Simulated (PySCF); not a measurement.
# How the method changes the constants of LaSi

State: quartet, about 0.0 electrons in the 4f shell (Mulliken). Set-up: PySCF, scalar-relativistic core potentials, basis sets La def2-TZVPP with ECP46, Si def2-TZVPP. De refers to La (5d1 6s2) + Si in their high-spin ground configurations, without counterpoise correction. The functionals are run spin-unrestricted. A positive dipole means La(−)Si(+). Levels whose curve was spin-contaminated or gave no clean fit are not listed.

| Level | Re (Å) | ωe (cm⁻¹) | De (eV) | μ (D) |
| --- | --- | --- | --- | --- |
| LDA | 2.601 | 346 | 3.42 | -4.22 |
| PBE | 2.629 | 334 | 2.87 | -4.52 |
| r²SCAN | 2.622 | 340 | 2.69 | -5.25 |
| r²SCANh | 2.614 | 345 | 2.63 | -5.36 |
| PBE0 | 2.606 | 351 | 2.70 | -5.06 |
| M06-2X | 2.601 | 349 | 2.25 | -4.88 |
| CAM-B3LYP | 2.605 | 354 | 2.26 | -5.29 |

(1) What does the step from GGA to meta-GGA do here, going from PBE to r²SCAN?

(2) What does the gradient correction do here, going from LDA to PBE?

These are scalar-relativistic numbers at best; spin–orbit coupling would shift them, the dissociation energy most. With d or f electrons several states lie close, and the lowest PBE0 determinant need not be the measured ground state.

The whole job (state search and all levels along the bond) took about 24 min on 2 threads of Arm Neoverse V1 (shared host), peak memory 4.7 GiB.

Results:

(1) r²SCAN less PBE: -0.7 pm in Re, +1.8 % in ωe, -0.18 eV in De. 

(2) PBE less LDA: +2.8 pm in Re, -3.5 % in ωe, -0.55 eV in De. The gradient correction favours the more uneven density of free atoms, so it tends to lengthen bonds and takes away much of the overbinding of LDA; so it does here.
